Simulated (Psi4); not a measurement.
H4AlClSi (SMILES [SiH3][AlH][Cl]), singlet, geometry from GFN2-xTB (such geometries of metal compounds can be far from the true shape); FNO-CCSD(T)/def2-SVP in Psi4 1.11.

Psi4 was given this input:
```
memory 2 GB

molecule {
0 1
Al   -0.47615046   -0.51840736    0.07675806
Cl    1.17009849   -1.21697860    1.03021898
H    -1.64783597   -1.55140011    0.13725252
Si   -0.70401589    1.61029714   -1.04796356
H    -1.56219610    2.60295777   -0.36892005
H    -1.24289085    1.54530159   -2.42101393
H     0.60742708    2.28691287   -1.18740616
}

set {
  basis def2-svp
  freeze_core true
}

energy('fno-ccsd(t)')
print_variables()
```

**Question.** What does Psi4 print? Leave out banner, timings and long lists.

**Answer.** 
```
   => Loading Basis Set <=

    Name: DEF2-SVP
    Role: ORBITAL
    Keyword: BASIS

         ---------------------------------------------------------
                                   SCF
               by Justin Turney, Rob Parrish, Andy Simmonett
                          and Daniel G. A. Smith
                              RHF Reference
         ---------------------------------------------------------

  ==> Geometry <==

    Molecular point group: c1
    Full point group: C1

    Geometry (in Angstrom), charge = 0, multiplicity = 1:

       Center              X                  Y                   Z               Mass
    ------------   -----------------  -----------------  -----------------  -----------------
         AL          -0.524021980854    -0.448476350922     0.024525593754    26.981538530000
         CL           1.122226969146    -1.147047590922     0.977986513754    34.968852682000
         H           -1.695707490854    -1.481469100922     0.085020053754     1.007825032230
         SI          -0.751887410854     1.680228149078    -1.100196026246    27.976926534650
         H           -1.610067620854     2.672888779078    -0.421152516246     1.007825032230
         H           -1.290762370854     1.615232599078    -2.473246396246     1.007825032230
         H            0.559555559146     2.356843879078    -1.239638626246     1.007825032230

  Running in c1 symmetry.

  Rotational constants: A =      0.57549  B =      0.06209  C =      0.05708 [cm^-1]
  Rotational constants: A =  17252.85021  B =   1861.43821  C =   1711.29600 [MHz]
  Nuclear repulsion =  166.818801832230662

  Charge       = 0
  Multiplicity = 1
  Electrons    = 48
  Nalpha       = 24
  Nbeta        = 24

  ==> Algorithm <==

  SCF Algorithm Type is PK.
  DIIS enabled.
  MOM disabled.
  Fractional occupation disabled.
  Guess Type is SAD.
  Energy threshold   = 1.00e-08
  Density threshold  = 1.00e-08
  Integral threshold = 1.00e-12

  ==> Primary Basis <==

  Basis Set: DEF2-SVP
    Blend: DEF2-SVP
    Number of shells: 36
    Number of basis functions: 74
    Number of Cartesian functions: 77
    Spherical Harmonics?: true
    Max angular momentum: 2

  ==> Integral Setup <==

  Using in-core PK algorithm.
   Calculation information:
      Number of atoms:                   7
      Number of AO shells:              36
      Number of primitives:             74
      Number of atomic orbitals:        77
      Number of basis functions:        74

      Integral cutoff                 1.00e-12
      Number of threads:                 1

  Performing in-core PK
  Using 7703400 doubles for integral storage.
  We computed 184797 shell quartets total.
  Whereas there are 222111 unique shell quartets.

  ==> DiskJK: Disk-Based J/K Matrices <==

    J tasked:                  Yes
    K tasked:                  Yes
    wK tasked:                  No
    Schwarz Cutoff:          1E-12

  Minimum eigenvalue in the overlap matrix is 7.8226485055E-03.
  Reciprocal condition number of the overlap matrix is 1.7772452322E-03.
    Using symmetric orthogonalization.

  ==> Pre-Iterations <==

  SCF Guess: Superposition of Atomic Densities via on-the-fly atomic UHF (no occupation information).

   -------------------------
    Irrep   Nso     Nmo
   -------------------------
     A         74      74
   -------------------------
    Total      74      74
   -------------------------

  ==> Iterations <==

                        Total Energy        Delta E     RMS |[F,P]|

   @RHF iter SAD:  -991.75133808105795   -9.91751e+02   0.00000e+00
   @RHF iter   1:  -992.38612434012623   -6.34786e-01   2.38153e-03 ADIIS/DIIS
   @RHF iter   2:  -992.41619372587297   -3.00694e-02   7.79514e-04 ADIIS/DIIS
   @RHF iter   3:  -992.41960036502155   -3.40664e-03   2.65055e-04 ADIIS/DIIS
   @RHF iter   4:  -992.42029204432299   -6.91679e-04   4.60673e-05 DIIS
   @RHF iter   5:  -992.42031602877921   -2.39845e-05   1.01982e-05 DIIS
   @RHF iter   6:  -992.42031698730580   -9.58527e-07   1.82841e-06 DIIS
   @RHF iter   7:  -992.42031702115264   -3.38468e-08   4.02766e-07 DIIS
   @RHF iter   8:  -992.42031702279382   -1.64118e-09   1.12548e-07 DIIS
   @RHF iter   9:  -992.42031702293025   -1.36424e-10   2.57717e-08 DIIS
   @RHF iter  10:  -992.42031702293889   -8.64020e-12   5.53976e-09 DIIS
  Energy and wave function converged.

  ==> Post-Iterations <==

    Orbital Energies [Eh]
    ---------------------

    Doubly Occupied:

[...]
    Virtual:

[...]
    Final Occupation by Irrep:
              A
    DOCC [    24 ]
    NA   [    24 ]
    NB   [    24 ]

  @RHF Final Energy:  -992.42031702293889

   => Energetics <=

    Nuclear Repulsion Energy =            166.8188018322306618
    One-Electron Energy =               -1707.9333056875648253
    Two-Electron Energy =                 548.6941868323951894
    Total Energy =                       -992.4203170229388888

Computation Completed

Properties will be evaluated at   0.000000,   0.000000,   0.000000 [a0]

Properties computed using the SCF density matrix

 Multipole Moments:

 ------------------------------------------------------------------------------------
     Multipole            Electronic (a.u.)      Nuclear  (a.u.)        Total (a.u.)
 ------------------------------------------------------------------------------------

 L = 1.  Multiply by 2.5417464519 to convert [e a0] to [Debye]
 Dipole X            :          4.1109343           -4.3422750           -0.2313406
 Dipole Y            :         -6.2612553            6.3432222            0.0819670
 Dipole Z            :          4.6241552           -4.7378427           -0.1136875
 Magnitude           :                                                    0.2704846

 ------------------------------------------------------------------------------------

 MINTS: Wrapper to libmints.
   by Justin Turney

   Calculation information:
      Number of threads:                 1
      Number of atoms:                   7
[...]
      * MP2 total energy:                   -992.716969284110
[...]
        *                   CCSD Integral Sort                   *
        *                                                        *
        **********************************************************

        CC integral sort will use                     74.42 mb

        Number of (ab|cd) temporary files:                2
        Number of (ab|ci) temporary files:                3
        Starting temporary file number:                 270

        *****************************************************
        *                                                   *
        *                       CCSD                        *
        *                  Eugene DePrince                  *
        *                                                   *
        *****************************************************

  ==> Input parameters <==

        Freeze core orbitals?                 yes
        Use frozen natural orbitals?          yes
        r_convergence:                  1.000e-07
        e_convergence:                  1.000e-06
        Number of DIIS vectors:                 8
        Number of frozen core orbitals:        15
        Number of active occupied orbitals:     9
        Number of active virtual orbitals:     50
        Number of frozen virtual orbitals:      0

  ==> Memory <==

        minimum memory requirements for CCSD =          4.69 mb
        (T) algorithm:                                  3.40 mb (low-memory)
        memory requirements for CCSD(T) =               3.40 mb

  ==> Define tiling <==

        v(ab,cd) diagrams will be evaluated in   1 blocks.
        v(ab,ci) diagrams will be evaluated in   1 blocks over ov2.
        v(ab,ci) diagrams will be evaluated in   1 blocks over ov.

  Allocate cpu memory (    17.09 mb).....done.
  Initialize cpu memory..................done.

  ==> MP4(SDQ) <==

  Begin singles and doubles coupled cluster iterations

   Iter  DIIS          Energy       d(Energy)          |d(T)|     time
      0   0 1   -0.3421715090   -0.3421715090    0.0189636467        0
      1   1 1   -0.3441857669   -0.0020142579    0.0083117216        0
      2   2 1   -0.3455008821   -0.0013151152    0.0039785776        0
      3   3 1   -0.3454591324    0.0000417498    0.0007857852        1
      4   4 1   -0.3454121472    0.0000469852    0.0003205696        0
      5   5 1   -0.3454158246   -0.0000036774    0.0000666864        0
      6   6 1   -0.3454175767   -0.0000017521    0.0000222011        1
      7   7 1   -0.3454175587    0.0000000180    0.0000065796        0
      8   8 1   -0.3454174029    0.0000001558    0.0000023087        0
      9   8 2   -0.3454173995    0.0000000034    0.0000005931        1
     10   8 3   -0.3454174136   -0.0000000141    0.0000002326        0
     11   8 4   -0.3454174139   -0.0000000003    0.0000000763        0

  CCSD iterations converged!

        T1 diagnostic:                         0.011374095547
        D1 diagnostic:                         0.028130258781

        OS MP2 FNO correction:                -0.000000000000
        SS MP2 FNO correction:                 0.000000000000
        MP2 FNO correction:                   -0.000000000000

        OS MP2 correlation energy:            -0.237788732239
        SS MP2 correlation energy:            -0.058863528932
        MP2 correlation energy:               -0.296652261171
      * MP2 total energy:                   -992.716969284110

        OS MP2.5 correlation energy:          -0.257583004172
        SS MP2.5 correlation energy:          -0.059920472126
        MP2.5 correlation energy:             -0.317503476298
      * MP2.5 total energy:                 -992.737820499237

        OS MP3 correlation energy:            -0.277377276105
        SS MP3 correlation energy:            -0.060977415321
        MP3 correlation energy:               -0.338354691425
      * MP3 total energy:                   -992.758671714364

        OS MP4(SDQ) correlation energy:       -0.284427143257
        SS MP4(SDQ) correlation energy:       -0.056502117451
        MP4(SDQ) correlation energy:          -0.344250251863
      * MP4(SDQ) total energy:              -992.764567274802

        OS CCSD correlation energy:           -0.286102043342
        SS CCSD correlation energy:           -0.059315370605
        CCSD correlation energy:              -0.345417413947
      * CCSD total energy:                  -992.765734436886

  Total time for CCSD iterations:        1.82 s (user)
                                         0.79 s (system)
                                            3 s (total)

  Time per iteration:                    0.15 s (user)
                                         0.07 s (system)
                                         0.27 s (total)

        ==> Resort (ov|vv) integrals for low-memory (T) computation <==

        *******************************************************
        *                                                     *
        *                      CCSD(T)                        *
        *                                                     *
        *******************************************************

        Using low-memory algorithm.

        num_threads:                      1
        memory requirements:        3.40 mb

        Number of abc combinations: 22100

        Computing (T) correction...

        % complete  total time
              10.0
              20.0
              30.0
              40.0
              50.0
              60.0
              70.0
              80.0
              90.0

        (T) energy                            -0.007421374349

        CCSD(T) correlation energy            -0.352838788296
      * CCSD(T) total energy                -992.773155811235

  Variable Map:
  ----------------------------------------------------------------------------
[...]
  Array Variable Map:
  ----------------------------------------------------------------------------
[...]
[...]
```
